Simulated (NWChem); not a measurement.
System: C3H5NSi; SMILES C1=C[SiH2]N=C1

Output (shortened):

```
             Northwest Computational Chemistry Package (NWChem) 7.3.0
             --------------------------------------------------------

                             Geometry "geometry" -> ""
                             -------------------------

 Output coordinates in angstroms (scale by  1.889725989 to convert to a.u.)

  No.       Tag          Charge          X              Y              Z
 ---- ---------------- ---------- -------------- -------------- --------------
    1 C                    6.0000     0.55886300     1.38255400     0.00000000
    2 C                    6.0000     1.32944200     0.27626100     0.00000000
    3 Si                  14.0000     0.09414500    -1.14377900     0.00000000
    4 N                    7.0000    -1.35179800    -0.10461900     0.00000000
    5 C                    6.0000    -0.91601900     1.10367400     0.00000000
    6 H                    1.0000     0.92525200     2.40847600     0.00000000
    7 H                    1.0000     2.41375800     0.31513000     0.00000000
    8 H                    1.0000     0.14150900    -2.00158200     1.21192500
    9 H                    1.0000     0.14150900    -2.00158200    -1.21192500
   10 H                    1.0000    -1.61667800     1.94800600     0.00000000

 Effective nuclear repulsion energy (a.u.)     204.6575353963

                              NWChem Property Module
                              ----------------------

  itol2e modified to match energy
  convergence criterion.

                                 NWChem DFT Module
                                 -----------------

 Summary of "ao basis" -> "ao basis" (spherical)
 ------------------------------------------------------------------------------
       Tag                 Description            Shells   Functions and Types
 ---------------- ------------------------------  ------  ---------------------
 C                          pcsseg-1                 7       17   3s3p1d
 Si                         pcsseg-1                10       24   4s5p1d
 N                          pcsseg-1                 7       17   3s3p1d
 H                          pcsseg-1                 3        5   2s1p

  itol2e modified to match energy
  convergence criterion.

            General Information
            -------------------
          SCF calculation type: DFT
          Wavefunction type:  closed shell.
          No. of atoms     :    10
          No. of electrons :    44
           Alpha electrons :    22
            Beta electrons :    22
          Charge           :     0
          Spin multiplicity:     1
          Use of symmetry is: off; symmetry adaption is: off
          Maximum number of iterations: 150
          AO basis - number of functions:   117
                     number of shells:    53
          Convergence on energy requested:  1.00D-07
          Convergence on density requested:  1.00D-05
          Convergence on gradient requested:  5.00D-04

              XC Information
              --------------
                         PBE0 Method XC Functional
                     Hartree-Fock (Exact) Exchange  0.250
          PerdewBurkeErnzerhof Exchange Functional  0.750
            Perdew 1991 LDA Correlation Functional  1.000 local
           PerdewBurkeErnz. Correlation Functional  1.000 non-local

             Grid Information
             ----------------
          Grid used for XC integration:  fine
          Radial quadrature: Mura-Knowles
          Angular quadrature: Lebedev.
          Tag              B.-S. Rad. Rad. Pts. Rad. Cut. Ang. Pts.
          ---              ---------- --------- --------- ---------
          C                   0.70       70          11.0       590
          Si                  1.10      123          11.0       770
          N                   0.65       70          11.0       590
          H                   0.35       60          12.0       590
          Grid pruning is: on
          Number of quadrature shells:   703
          Spatial weights used:  Erf1

      Superposition of Atomic Density Guess
      -------------------------------------

 Sum of atomic energies:        -458.55230692

      Non-variational initial energy
      ------------------------------

 Total energy =    -461.405715
 1-e energy   =   -1034.097404
 2-e energy   =     368.034153
 HOMO         =      -0.324981
 LUMO         =      -0.091377

   convergence    iter        energy       DeltaE   RMS-Dens  Diis-err
 ---------------- ----- ----------------- --------- --------- ---------
 d= 0,ls=0.0,diis     1   -461.1037756361 -6.66D+02  1.01D-02  7.12D-01
 d= 0,ls=0.0,diis     2   -461.0275088708  7.63D-02  7.81D-03  1.33D+00
 d= 0,ls=0.0,diis     3   -461.1690692147 -1.42D-01  1.77D-03  1.11D-01
 d= 0,ls=0.0,diis     4   -461.1812007447 -1.21D-02  4.71D-04  3.92D-03
 d= 0,ls=0.0,diis     5   -461.1816479488 -4.47D-04  1.50D-04  3.64D-04
  Resetting Diis
 d= 0,ls=0.0,diis     6   -461.1816915085 -4.36D-05  5.46D-05  6.57D-05
 d= 0,ls=0.0,diis     7   -461.1816996420 -8.13D-06  3.65D-05  6.90D-06
 d= 0,ls=0.0,diis     8   -461.1816976933  1.95D-06  2.30D-05  2.20D-05
 d= 0,ls=0.0,diis     9   -461.1817005414 -2.85D-06  2.13D-06  1.51D-07
 d= 0,ls=0.0,diis    10   -461.1817005588 -1.74D-08  6.61D-07  7.38D-09

         Total DFT energy =     -461.181700558782
      One electron energy =    -1038.499660066510
           Coulomb energy =      418.262733844588
    Exchange-Corr. energy =      -45.602309733161
 Nuclear repulsion energy =      204.657535396301

 Numeric. integr. density =       43.999998574712

                       DFT Final Molecular Orbital Analysis
                       ------------------------------------

 Vector   20  Occ=2.000000D+00  E=-3.452826D-01
              MO Center=  7.4D-01, -1.3D-01, -5.7D-09, r^2= 3.1D+00
   Bfn.  Coefficient  Atom+Function         Bfn.  Coefficient  Atom+Function
  ----- ------------  ---------------      ----- ------------  ---------------
    49     -0.264857   3 Si py               25      0.254649   2 C  py
    28      0.204178   2 C  py               93     -0.200174   6 H  s
    20     -0.171928   2 C  s                98      0.165233   7 H  s
    48     -0.161377   3 Si px              103      0.153618   8 H  s
   108      0.153618   9 H  s                24      0.149654   2 C  px

 Vector   21  Occ=2.000000D+00  E=-2.885105D-01
              MO Center=  2.4D-01,  5.2D-01, -1.0D-09, r^2= 2.7D+00
   Bfn.  Coefficient  Atom+Function         Bfn.  Coefficient  Atom+Function
  ----- ------------  ---------------      ----- ------------  ---------------
    26      0.281528   2 C  pz               29      0.265508   2 C  pz
     9      0.249345   1 C  pz               67     -0.246442   4 N  pz
    70     -0.245865   4 N  pz               12      0.215593   1 C  pz
    23      0.129602   2 C  pz               84     -0.122511   5 C  pz
    64     -0.119803   4 N  pz                6      0.113878   1 C  pz

 Vector   22  Occ=2.000000D+00  E=-2.740673D-01
              MO Center= -1.2D+00,  1.5D-01, -3.8D-10, r^2= 2.1D+00
   Bfn.  Coefficient  Atom+Function         Bfn.  Coefficient  Atom+Function
  ----- ------------  ---------------      ----- ------------  ---------------
    65      0.374468   4 N  px               68      0.373529   4 N  px
     3     -0.257792   1 C  s                62      0.187536   4 N  px
   113      0.187835  10 H  s                10      0.176522   1 C  px
    61     -0.176261   4 N  s                 7      0.159485   1 C  px
    37      0.159461   3 Si s                48     -0.153544   3 Si px

[...]

          -----------------------------------------
          Chemical Shielding Tensors (GIAO, in ppm)
          -----------------------------------------

                                NWChem CPHF Module
                                ------------------

  scftype          =     RHF
  nclosed          =       22
  nopen            =        0
  variables        =     2090
  # of vectors     =        3
  tolerance        = 0.10D-03
  level shift      = 0.00D+00
  max iterations   =       50
  max subspace     =       30

 SCF residual:    8.8764769007089472E-005

Iterative solution of linear equations
  No. of variables     2090
  No. of equations        3
  Maximum subspace       30
        Iterations       50
       Convergence  1.0D-04

   iter   nsub   residual    time
   ----  ------  --------  ---------
     1      3    7.50D-01      64.0
     2      6    1.30D-01      68.9
     3      9    7.52D-03      73.7
     4     12    6.57D-04      78.5
     5     15    5.31D-05      83.6

      Atom:    1  C
        Diamagnetic
    267.4582     -3.5851     -0.0000
     -3.5851    260.8702     -0.0000
     -0.0000     -0.0000    238.7160

        Paramagnetic
   -316.5165    -63.5213     -0.0000
    -63.5213   -257.2140      0.0000
     -0.0000      0.0000   -104.4565

        Total Shielding Tensor
    -49.0583    -67.1064     -0.0000
    -67.1064      3.6562      0.0000
     -0.0000      0.0000    134.2595

           isotropic =      29.6191
          anisotropy =     156.9606

          Principal Components and Axis System
                 1           2           3
              134.2595    -94.7980     49.3959

      1        -0.0000      0.8263     -0.5632
      2         0.0000      0.5632      0.8263
      3         1.0000     -0.0000     -0.0000

      Atom:    2  C
        Diamagnetic
    262.6728     -2.4609     -0.0000
     -2.4609    266.3171     -0.0000
     -0.0000     -0.0000    241.3179

        Paramagnetic
   -348.1473    -12.8567     -0.0000
    -12.8567   -264.7332      0.0000
     -0.0000      0.0000    -62.5555

        Total Shielding Tensor
    -85.4746    -15.3176     -0.0000
    -15.3176      1.5840      0.0000
     -0.0000      0.0000    178.7624

           isotropic =      31.6239
          anisotropy =     220.7077

          Principal Components and Axis System
                 1           2           3
              178.7624    -88.0910      4.2004

      1        -0.0000      0.9857     -0.1684
      2         0.0000      0.1684      0.9857
      3         1.0000      0.0000     -0.0000

      Atom:    3  Si
        Diamagnetic
    882.1767     -0.3820      0.0000
     -0.3820    883.5993     -0.0000
      0.0000     -0.0000    875.5609

        Paramagnetic
   -442.8213    -12.3121      0.0000
    -12.3121   -498.0429     -0.0000
      0.0000     -0.0000   -615.6094

        Total Shielding Tensor
    439.3554    -12.6941      0.0000
    -12.6941    385.5563     -0.0000
      0.0000     -0.0000    259.9516

           isotropic =     361.6211
          anisotropy =     120.8686

          Principal Components and Axis System
                 1           2           3
              442.2002    382.7116    259.9516

      1         0.9758      0.2187     -0.0000
      2        -0.2187      0.9758      0.0000
      3         0.0000     -0.0000      1.0000

      Atom:    4  N
        Diamagnetic
    321.9853     -5.5557      0.0000
     -5.5557    342.0136     -0.0000
      0.0000     -0.0000    313.5084

        Paramagnetic
   -511.3216     81.5035      0.0000
     81.5035   -766.6864     -0.0000
      0.0000     -0.0000    -34.0876

        Total Shielding Tensor
   -189.3363     75.9477      0.0000
     75.9477   -424.6728     -0.0000
      0.0000     -0.0000    279.4208

           isotropic =    -111.5294
          anisotropy =    -503.2870

          Principal Components and Axis System
                 1           2           3
             -447.0541    279.4208   -166.9550

      1        -0.2827      0.0000      0.9592
      2         0.9592     -0.0000      0.2827
      3         0.0000      1.0000     -0.0000

      Atom:    5  C
        Diamagnetic
    263.4981      7.9797     -0.0000
      7.9797    258.9023     -0.0000
     -0.0000     -0.0000    235.4487

        Paramagnetic
   -354.8197     29.2374      0.0000
     29.2374   -273.1986     -0.0000
      0.0000     -0.0000   -133.2587

        Total Shielding Tensor
    -91.3216     37.2171      0.0000
     37.2171    -14.2963     -0.0000
      0.0000     -0.0000    102.1899

           isotropic =      -1.1427
          anisotropy =    -157.8347

          Principal Components and Axis System
                 1           2           3
             -106.3658    102.1899      0.7479

      1         0.9271      0.0000      0.3748
      2        -0.3748     -0.0000      0.9271
      3        -0.0000      1.0000      0.0000

      Atom:    6  H
        Diamagnetic
     28.9707      5.1735     -0.0000
      5.1735     40.6516     -0.0000
     -0.0000     -0.0000     22.7769

        Paramagnetic
     -5.9208     -8.6162      0.0000
     -8.6162    -15.1153      0.0000
      0.0000      0.0000      0.9426

        Total Shielding Tensor
     23.0499     -3.4427      0.0000
     -3.4427     25.5363      0.0000
      0.0000      0.0000     23.7195

           isotropic =      24.1019
          anisotropy =       5.7773

          Principal Components and Axis System
                 1           2           3
               27.9534     23.7195     20.6328

      1        -0.5746      0.0000      0.8184
      2         0.8184     -0.0000      0.5746
      3         0.0000      1.0000     -0.0000

      Atom:    7  H
        Diamagnetic
     43.3331     -0.3274     -0.0000
     -0.3274     25.9586     -0.0000
     -0.0000     -0.0000     22.6087

        Paramagnetic
    -22.1727      0.9017     -0.0000
      0.9017     -0.0326      0.0000
     -0.0000      0.0000      2.7585

        Total Shielding Tensor
     21.1605      0.5743     -0.0000
      0.5743     25.9260      0.0000
     -0.0000      0.0000     25.3672

           isotropic =      24.1512
          anisotropy =       2.7645

          Principal Components and Axis System
                 1           2           3
               25.9942     25.3672     21.0922

      1         0.1180     -0.0000      0.9930
      2         0.9930     -0.0000     -0.1180
      3         0.0000      1.0000      0.0000

      Atom:    8  H
        Diamagnetic
     23.1582     -0.2312      0.4572
     -0.2312     30.1079     -7.5356
      0.4572     -7.5356     30.6864

        Paramagnetic
      1.3673      0.1894     -0.1648
      0.1894     -3.5468      3.7910
     -0.1648      3.7910     -3.0305

        Total Shielding Tensor
     24.5255     -0.0418      0.2924
     -0.0418     26.5611     -3.7446
      0.2924     -3.7446     27.6559

           isotropic =      26.2475
          anisotropy =       6.9826

          Principal Components and Axis System
                 1           2           3
               30.9025     24.5368     23.3031

      1         0.0390      0.9907     -0.1303
      2        -0.6529      0.1240      0.7473
      3         0.7565      0.0560      0.6516

      Atom:    9  H
        Diamagnetic
     32.6931     -8.0259     -0.0000
     -8.0259     34.9861     -0.0000
     -0.0000     -0.0000     21.7315

        Paramagnetic
     -9.9989      8.7766      0.0000
      8.7766    -11.1731     -0.0000
      0.0000     -0.0000     -0.7307

        Total Shielding Tensor
     22.6943      0.7507      0.0000
      0.7507     23.8130     -0.0000
      0.0000     -0.0000     21.0008

           isotropic =      22.5027
          anisotropy =       2.5307

          Principal Components and Axis System
                 1           2           3
               24.1898     22.3175     21.0008

      1         0.4486      0.8937     -0.0000
      2         0.8937     -0.4486      0.0000
      3        -0.0000      0.0000      1.0000
```

Level: PBE0/pcSseg-1, GIAO. The geometry was optimised at B3LYP/6-31G* (spherical d). The output numbers the shielded atoms by their place in the input's list. The printed shielding anisotropy is the first printed principal value minus the mean of the other two.

Q: Write an input that gives this output.

A: Several could match; the one computed here: the input that was run:
```
start job
memory heap 200 mb stack 900 mb global 1100 mb
geometry units angstroms noautosym nocenter noautoz
  C      0.558863     1.382554     0.000000
  C      1.329442     0.276261     0.000000
  Si     0.094145    -1.143779     0.000000
  N     -1.351798    -0.104619     0.000000
  C     -0.916019     1.103674     0.000000
  H      0.925252     2.408476     0.000000
  H      2.413758     0.315130     0.000000
  H      0.141509    -2.001582     1.211925
  H      0.141509    -2.001582    -1.211925
  H     -1.616678     1.948006     0.000000
end
basis spherical
  * library pcsseg-1
end
dft
  xc pbe0
  iterations 150
end
property
  shielding 9 1 2 3 4 5 6 7 8 10
end
task dft property
```
